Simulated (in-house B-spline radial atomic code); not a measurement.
Checks on a self-consistent run for the sulfur ion S⁸⁺, [He] 2s2 (2p1/2)1 (2p3/2)2 (4d5/2)1. Computed with a B-spline radial code for spherical atoms: Dirac-Hartree-Fock, average of the jj configuration, Fermi nucleus of rms radius 3.2611 fm.

```json
{"orbital": "1s1/2", "q": "2", "ε (Eh)": "-103.17040", "<1/r>": "15.7137", "<r²>": "0.0124553", "small-component weight": "0.003255"}
{"orbital": "2s1/2", "q": "2", "ε (Eh)": "-17.32516", "<1/r>": "3.33066", "<r²>": "0.228625", "small-component weight": "0.00058139"}
{"orbital": "2p1/2", "q": "1", "ε (Eh)": "-15.79674", "<1/r>": "3.27721", "<r²>": "0.185478", "small-component weight": "0.00056772"}
{"orbital": "2p3/2", "q": "2", "ε (Eh)": "-15.70477", "<1/r>": "3.25442", "<r²>": "0.18739", "small-component weight": "0.00056414"}
{"orbital": "4d5/2", "q": "1", "ε (Eh)": "-2.62273", "<1/r>": "0.598338", "<r²>": "5.72287", "small-component weight": "7.6434e-05"}
```

Electron-electron repulsion V_ee = 63.9182 hartree.

Question: What total energy follows from the eigenvalues?

Answer: The eigenvalues count the repulsion twice, so E = Σqε - V_ee = -290.820 - 63.918 = -354.738 hartree; the run printed -354.738.

Question: Does the Dirac virial theorem hold?

Answer: For a point nucleus E = -2c²Σq·w, with w the small-component weight. Here Σq·w = 0.0094451 and c = 137.0360, so the ratio E/(-2c²Σq·w) is 1.000002.

Question: What diamagnetic shielding (Lamb formula) and susceptibility (Langevin formula) do the radii give?

Answer: σ = (α²/3)Σq<1/r> = 48.4732/(3·137.036²) = 860.42 ppm, and χ = -0.79199×10⁻⁶·Σq<r²> = -5.358×10⁻⁶ cm³/mol with Σq<r²> = 6.7653 bohr². Both are non-relativistic formulas without the paramagnetism of open shells.
